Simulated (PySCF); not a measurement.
Compound: C₃H₆N₂SSi.
Z-matrix (Å and degrees, PBE0-D3(BJ)/def2-SVP geometry), rows numbered from 1:
```
Si
N   1  1.7477
C   2  1.3839  1  127.13
C   3  1.4347  2  124.02  1     0.01
N   4  1.3099  3  117.00  2  -179.95
S   5  1.6505  4  109.62  3    -0.01
C   3  1.3801  2  127.01  1  -179.97
H   1  1.4948  2  111.75  3    60.18
H   1  1.4900  2  105.07  3   179.84
H   1  1.4948  2  111.75  3   -60.51
H   2  1.0117  1  118.07  3  -179.95
H   4  1.0957  3  124.38  2     0.05
H   7  1.0895  3  127.92  2     0.02
```

All values: CAM-B3LYP/def2-SVPD (PySCF, non-relativistic), on one gas-phase PBE0-D3(BJ)/def2-SVP geometry that isn't relaxed in the solvent. The solvent is an IEF-PCM continuum (van der Waals radii × 1.2). Specific hydrogen bonds and non-electrostatic terms are outside this model.

Gas phase at CAM-B3LYP/def2-SVPD: HOMO -7.50 eV, LUMO 0.15 eV, dipole 3.44 D.

What does the continuum do to the energy, the frontier levels and the dipole at CAM-B3LYP/def2-SVPD in chloroform and tetrahydrofuran?

```tsv
solvent	ε	E(solvent) − E(gas) (kcal/mol)	polarisation term (kcal/mol)	distortion of the solute (kcal/mol)	HOMO (eV)	LUMO (eV)	dipole (D)
chloroform	4.711	-4.23	-4.94	0.71	-7.42	0.14	4.38
tetrahydrofuran	7.426	-4.93	-5.89	0.96	-7.42	0.13	4.54
```

Polarisation term: ½ Σ q·V over the induced surface charges. Distortion: the rise of the solute's own energy as its density leaves the gas-phase optimum. From chloroform to tetrahydrofuran the lowering changes by a factor 1.16, Onsager's factor (ε − 1)/(2ε + 1) by 1.14 and ε itself by 1.6.

Which radius a makes the point-dipole formula ΔE = −[(ε − 1)/(2ε + 1)]·μ²/a³ give the value in tetrahydrofuran, with the gas-phase dipole?

μ = 1.353 au and |ΔE| = 0.00785 Eh give a = 2.41 Å; the farthest nucleus lies 3.32 Å from the centroid of the nuclei, so such a sphere wouldn't even hold the nuclei. The formula assumes a rigid point dipole at the centre of a sphere.

How does the static polarisability (CAM-B3LYP/def2-SVPD, frozen core, with the continuum's full static response) change?

| medium | isotropic (au) | principal values (au) | ⟨r²⟩ of the electrons (bohr²) |
| --- | --- | --- | --- |
| gas | 94.5 | 65.4, 88.7, 129.5 | 1312.5 |
| chloroform | 119.1 | 82.2, 114.2, 161.0 | 1312.7 |
| tetrahydrofuran | 123.6 | 85.8, 119.0, 165.9 | 1312.7 |

The isotropic value in tetrahydrofuran is 1.31 times the gas-phase one; no cavity-field correction is applied. ⟨r²⟩ is taken about the centre of nuclear charge.

Time: 30 s of wall time; peak memory 0.98 GiB. Hardware: Arm Neoverse V1, one thread, on a shared host. This is the whole response run at CAM-B3LYP/def2-SVPD in tetrahydrofuran, SCF included.
